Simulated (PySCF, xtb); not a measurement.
F5Nb, SMILES [F][Nb+]([F])([F])([F])[F] (connectivity only; charge and spin as stated), charge +1, multiplicity 2.

Harmonic wavenumbers (cm⁻¹) from xtb 6.7.1 with GFN2-xTB at its own minimum, in rising order: 49, 50, 141, 159, 159, 210, 211, 282, 375, 427, 428, 446.

**Question.** What does PySCF with PBE0-D3(BJ)/def2-SVP give at its own minimum? (An estimate is asked for; the answer gives what the named calculation found.)

**Answer.** 64, 96, 169, 188, 191, 203, 207, 211, 788, 828, 833, 835. Paired by order, the mean absolute difference is 153 cm⁻¹ and the zero-point energies are 4.2 and 6.6 kcal/mol.
